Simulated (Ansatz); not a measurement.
`[CH3][In]([OH])[Cl]` + H₂O → `[CH3][In]([OH])[OH]` + HCl  (formal hydrolysis of the In–Cl bond)

Isolated molecules relaxed with PBE0-D4/def2-TZVP in Ansatz; ΔE leaves out vibrations. CBS: MP2 limit from def2 TZ/QZ plus the TZ coupled-cluster correction, frozen cores. This one scheme is used for every species. Elements past krypton have def2 core potentials. For In outer-core shells are correlated without core-valence functions, which leaves a few kJ/mol of doubt a bond. Each species was taken in one conformer, which may not be the lowest.

| species | CCSD(T)/CBS(def2) energy (Eh) |
| --- | --- |
| `[CH3][In]([OH])[Cl]` | -765.30086 |
| H₂O | -76.37941 |
| `[CH3][In]([OH])[OH]` | -381.26556 |
| HCl | -460.38127 |

Work out ΔE.

ΔE = (-381.26556) + (-460.38127) − (-765.30086) − (-76.37941) = 0.03344 Eh = +87.8 kJ/mol.

Largest T1 diagnostic among the species: 0.016.

Leaving LDA and LC-ωPBE aside and taking each functional with its dispersion term where it has one, the values, not all of them listed here, spread over 16.7 kJ/mol, from BLYP-D4 to BHLYP-D4. From BLYP to BHLYP (50 % exact exchange), in def2-TZVPP and without D4, ΔE moves by +15.7 kJ/mol. In def2-TZVPP, CCSD(T) changes the Hartree–Fock value by −19.6 kJ/mol (the triples alone add −2.1 kJ/mol) and MP2 by −18.0 kJ/mol.
